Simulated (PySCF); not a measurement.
C$_{4}$H$_{9}$Al, singlet, at a GFN2-xTB geometry (such geometries of metal compounds can be far from the true shape); DF-PBE/pcseg-1 in PySCF.

Input for PySCF:
```python
from pyscf import gto, scf, dft

mol = gto.Mole()
mol.atom = '''
    Al    0.84259651   -0.35872845    0.85512636
    C    -0.37809217   -0.99391673   -0.61570517
    C    -1.01001012    0.17537650   -1.29563350
    C    -0.66810639    0.64169539   -2.48668757
    H    -1.17319233   -1.65182420   -0.23467747
    H     0.20456006   -1.57706868   -1.34475172
    H    -1.80162648    0.66766519   -0.74079472
    H     0.10997207    0.18014630   -3.07342219
    H    -1.14509738    1.50390385   -2.92130029
    H     2.33088456   -0.75143232    0.66741133
    C     0.34974154    0.73918471    2.43537065
    H    -0.03498727    1.72893377    2.16163711
    H     1.21779420    0.91079564    3.08328136
    H    -0.42325901    0.27831114    3.06190735
'''
mol.basis = 'pcseg-1'
mol.verbose = 4
mol.max_memory = 1800
mol.build()

mf = dft.RKS(mol)
mf.xc = 'pbe'
mf = mf.density_fit(auxbasis='def2-universal-jkfit')
mf.kernel()
```

**Question.** Predict the main parts of the log of this PySCF run.

**Answer.** 
```
PySCF version 2.14.0

[INPUT] verbose = 4
[INPUT] num. atoms = 14
[INPUT] num. electrons = 46
[INPUT] charge = 0
[INPUT] spin (= nelec alpha-beta = 2S) = 0
[INPUT] symmetry False subgroup None
[INPUT] Mole.unit = angstrom
[INPUT] Symbol           X                Y                Z      unit          X                Y                Z       unit  Magmom
[...]
nuclear repulsion = 193.423337573706
number of shells = 33
number of NR pGTOs = 207
number of NR cGTOs = 119
basis = pcseg-1
ecp = {}

******** <class 'pyscf.df.df_jk.DFRKS'> ********
method = DFRKS
initial guess = minao
damping factor = 0
level_shift factor = 0
DIIS = <class 'pyscf.scf.diis.CDIIS'>
diis_start_cycle = 1
diis_space = 8
diis_damp = 0
SCF conv_tol = 1e-09
SCF conv_tol_grad = None
SCF max_cycles = 50
direct_scf = False
XC library pyscf.dft.libxc version 7.1.2
    S. Lehtola, C. Steigemann, M. J. T. Oliveira, and M. A. L. Marques,  SoftwareX 7, 1–5 (2018)
XC functionals = pbe
    J. P. Perdew, K. Burke, and M. Ernzerhof,  Phys. Rev. Lett. 77, 3865 (1996)
    J. P. Perdew, K. Burke, and M. Ernzerhof,  Phys. Rev. Lett. 78, 1396 (1997)
    J. P. Perdew, K. Burke, and M. Ernzerhof,  Phys. Rev. Lett. 77, 3865 (1996)
    J. P. Perdew, K. Burke, and M. Ernzerhof,  Phys. Rev. Lett. 78, 1396 (1997)
radial grids:
    Treutler-Ahlrichs [JCP 102, 346 (1995); DOI:10.1063/1.469408] (M4) radial grids

becke partition: Becke, JCP 88, 2547 (1988); DOI:10.1063/1.454033
pruning grids: <function nwchem_prune>
grids dens level: 3
symmetrized grids: False
atomic radii adjust function: <function treutler_atomic_radii_adjust>
small_rho_cutoff = 0
Set gradient conv threshold to 3.16228e-05
Initial guess from minao.
tot grids = 163928
init E= -399.816724115919
[...]
cycle= 1 E= -399.707516825289  delta_E= 0.109  |g|= 0.66  |ddm|=  3.6
[...]
cycle= 2 E= -399.514779215057  delta_E= 0.193  |g|= 1.03  |ddm|= 1.78
[...]
cycle= 3 E= -399.833118281695  delta_E= -0.318  |g|= 0.0617  |ddm|= 1.21
[...]
cycle= 4 E= -399.834637497087  delta_E= -0.00152  |g|= 0.0237  |ddm|= 0.155
[...]
cycle= 5 E= -399.83476574433  delta_E= -0.000128  |g|= 0.0135  |ddm|= 0.0395
[...]
cycle= 6 E= -399.834812689708  delta_E= -4.69e-05  |g|= 0.00451  |ddm|= 0.0172
[...]
cycle= 7 E= -399.834818196705  delta_E= -5.51e-06  |g|= 0.000893  |ddm|= 0.00507
[...]
cycle= 8 E= -399.834818409695  delta_E= -2.13e-07  |g|= 0.0002  |ddm|= 0.00107
[...]
cycle= 9 E= -399.83481841979  delta_E= -1.01e-08  |g|= 8.11e-05  |ddm|= 0.000297
[...]
cycle= 10 E= -399.834818421632  delta_E= -1.84e-09  |g|= 1.48e-05  |ddm|= 9.88e-05
[...]
cycle= 11 E= -399.834818421693  delta_E= -6.06e-11  |g|= 4.23e-06  |ddm|= 2.5e-05
[...]
Extra cycle  E= -399.834818421683  delta_E= 9.89e-12  |g|= 6.03e-06  |ddm|= 1.39e-05
converged SCF energy = -399.834818421683
```
